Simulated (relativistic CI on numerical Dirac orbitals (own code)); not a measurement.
**Calculated levels, Gd¹¹⁺**

These numbers are calculated, not measured: Dirac-Coulomb-Breit CI, KLI orbitals optimised for each configuration, model QED (radiative potential, 1s self-energy scaled to tabulated hydrogen-like ionisation energies), unscaled Slater integrals (own radial code, finite nucleus).

Configuration list (outside the closed core [Kr] 4d10): 4f5 5s2, 4f3 5s2 5p2, 4f4 5s2 5p, 4f6 5s, 4f3 5s2 5p 6s, 4f4 5s2 6s, 4f3 5s2 6s2, 4f4 5s2 7s. Levels of other configurations are missing.

```
No.  Configuration  Term     J  E (eV)    %  Next component (%)  Lifetime (s)
 41        4f5 5s2   4D°   7/2  5.3460   69              24 6P°      9.13e-02
 42     4f4(5I) 5p   4H°   9/2  5.3687   39              32 6I°      2.29e-01
 43        4f5 5s2   4K°  15/2  5.3704   52              36 4L°      2.62e-01
 44        4f5 5s2   4K°  17/2  5.4040   36              36 4L°      5.63e-01
 45        4f5 5s2   4D°   3/2  5.4487   58              32 6P°      4.38e-02
 46        4f5 5s2   4H°   7/2  5.4560   92               5 2G°      5.58e-02
 47        4f5 5s2   4L°  19/2  5.5085   88               6 4M°      3.00e-01
 48        4f5 5s2   6P°   5/2  5.5757   53              34 4D°      6.44e-02
 49        4f5 5s2   4H°   9/2  5.5801   77              13 4G°      4.61e-02
 50        4f5 5s2   4H°  11/2  5.6380   72              16 4G°      4.87e-02
 51        4f5 5s2   4H°  13/2  5.6829   90               5 4I°      7.64e-02
 52     4f4(5I) 5p   6K°  15/2  5.7656   27      18 4f5 5s2 2L°      6.38e-02
 53     4f4(5I) 5p   6H°  11/2  5.7809   33              27 4H°      1.22e-01
 54        4f5 5s2   2L°  15/2  5.8083   36              18 2K°      4.36e-02
 55        4f5 5s2   4G°   9/2  5.8854   64               9 4F°      3.39e-02
 56        4f5 5s2   4G°   7/2  5.8957   79               7 6P°      3.67e-02
 57        4f5 5s2   6P°   7/2  5.9009   68              21 4D°      1.61e-01
 58        4f5 5s2   4G°   5/2  5.9309   93               3 2F°      5.87e-02
 59        4f5 5s2   4P°   1/2  6.0287   67              21 2P°      7.33e-02
 60        4f5 5s2   4P°   3/2  6.1535   51              23 2P°      1.47e-01
 61        4f5 5s2   4G°  11/2  6.1641   80               9 2H°      2.84e-02
 62     4f4(5I) 5p   6H°  13/2  6.2038   48              17 4I°      9.80e-02
 63        4f5 5s2   2L°  17/2  6.3051   50              11 4K°      7.14e-02
 64        4f5 5s2   2K°  13/2  6.3422   84               6 4I°      3.78e-02
 65        4f5 5s2   2F°   5/2  6.3835   28              24 4D°      3.01e-02
 66     4f4(5I) 5p   4K°  17/2  6.4968   34              23 6I°      9.87e-02
 67        4f5 5s2   2N°  19/2  6.5367   81              16 2M°      8.73e-02
 68        4f5 5s2   4P°   5/2  6.5379   42              34 2F°      4.15e-02
 69     4f4(5I) 5p   6H°  15/2  6.5911   63              23 4I°      1.22e-01
 70        4f5 5s2   4F°   9/2  6.6086   41              24 4G°      6.12e-02
 71        4f5 5s2   2N°  21/2  6.6957   67              28 2O°      7.45e-02
 72        4f5 5s2   4F°   9/2  6.7146   41              32 4I°      1.06e-01
 73        4f5 5s2   2M°  17/2  6.7990   82              16 2L°      1.27e-01
 74        4f5 5s2   2P°   1/2  6.8517   45              33 4P°      3.35e-02
 75        4f5 5s2   4F°   7/2  6.9606   89               4 2F°      1.94e-01
 76     4f4(5F) 5p   6G°   3/2  6.9870   67              26 4F°      2.76e-01
 77        4f5 5s2   4I°  11/2  7.0074   72              20 2H°      1.24e-01
 78        4f5 5s2   4I°  15/2  7.1224   82              14 2K°      1.24e-01
 79        4f5 5s2   4F°   5/2  7.1234   88               4 2D°      1.32e-01
 80        4f5 5s2   4F°   3/2  7.1486   76              13 2D°      1.69e-01
 81        4f5 5s2   4I°  13/2  7.1490   78              11 2K°      1.11e-01
 82     4f4(5F) 5p   6G°   5/2  7.2186   58              18 4F°      2.45e-01
 83        4f5 5s2   4I°   9/2  7.2324   51              30 2H°      4.31e-02
 84        4f5 5s2   2K°  15/2  7.2830   56              32 2L°      2.71e-02
 85        4f5 5s2   2F°   7/2  7.3112   78              13 2G°      3.26e-02
 86        4f5 5s2   2P°   3/2  7.3454   34              32 2D°      4.64e-02
 87        4f5 5s2   2M°  19/2  7.4846   79              17 2N°      7.52e-02
 88        4f5 5s2   2H°  11/2  7.5049   63              16 4I°      3.63e-02
 89        4f5 5s2   2G°   7/2  7.5253   71              11 2F°      3.03e-02
 90     4f4(5F) 5p   6G°   7/2  7.5784   45              22 6F°      1.19e-01
 91     4f4(5S) 5p   6P°   3/2  7.7040   72              16 4P°      1.47e-01
 92        4f5 5s2   2O°  23/2  7.7662  100                          3.73e-01
 93        4f5 5s2   2D°   5/2  7.8190   57              21 2F°      3.64e-02
 94        4f5 5s2   2I°  11/2  7.8209   75              15 2H°      4.46e-02
 95     4f4(5F) 5p   6F°   5/2  7.8292   26              17 4D°      1.08e-01
 96     4f4(5F) 5p   6G°   9/2  7.8392   18              17 4G°      3.18e-02
 97     4f4(3K) 5p   4L°  13/2  7.8470   64              11 2K°      2.95e-02
 98     4f4(5F) 5p   6F°   3/2  7.8474   44              25 4D°      9.77e-02
 99        4f5 5s2   2O°  21/2  7.8848   72              27 2N°      8.23e-02
100     4f4(5F) 5p   6F°   1/2  7.8956   61              35 4D°      9.66e-02
101        4f5 5s2   2K°  13/2  7.9235   49              25 2I°      5.15e-02
102        4f5 5s2   2D°   3/2  7.9332   53              32 2P°      3.08e-02
103     4f4(5G) 5p   6H°   5/2  8.0126   70              17 4G°      3.92e-02
104        4f5 5s2   2G°   9/2  8.0865   62              25 2H°      2.78e-02
105     4f4(5F) 5p   4F°   7/2  8.1154   20              17 6H°      6.19e-02
106     4f4(5F) 5p   6F°   9/2  8.1586   23              21 6D°      2.88e-02
107     4f4(5G) 5p   6H°   7/2  8.1600   32              15 4H°      4.59e-02
108     4f4(3K) 5p   4L°  15/2  8.1994   36              18 4M°      2.50e-02
109        4f5 5s2   2K°  15/2  8.2622   37              35 2L°      4.39e-02
110     4f4(5S) 5p   6P°   5/2  8.2906   40              32 4P°      9.25e-02
```

Energies count from the lowest computed level; ° marks odd parity; lifetimes are radiative, by E1, M1, E2, M2 decay to levels of this space only. Percentages are summed over parent terms; the parents shown are those of the largest component, closed shells are left out there.

The mean weight of the leading LS term, summed over parents, in these 70 levels is 59 %, and that of the leading jj configuration (from the same eigenvectors) 48 %, so LS coupling describes them better.

At this charge transitions that keep the count of f electrons are usually good to a few per cent. Terms inside the open d or f shell come out 10 to 20 % too wide with unscaled integrals. Levels and lines within the n = 5 or 6 shells can be off by up to 10 % or somewhat more, and those that change n by about 2 %, since core polarisation is missing. Levels that differ in their count of f electrons can be misplaced by several ten thousand cm⁻¹, since the correlation energy of f electrons is missing or only estimated; rates across such gaps can be off by orders of magnitude.

LS names give the leading component of a level, which can be under half, so a name can repeat, a term be missing and a line seem to break the LS rules.
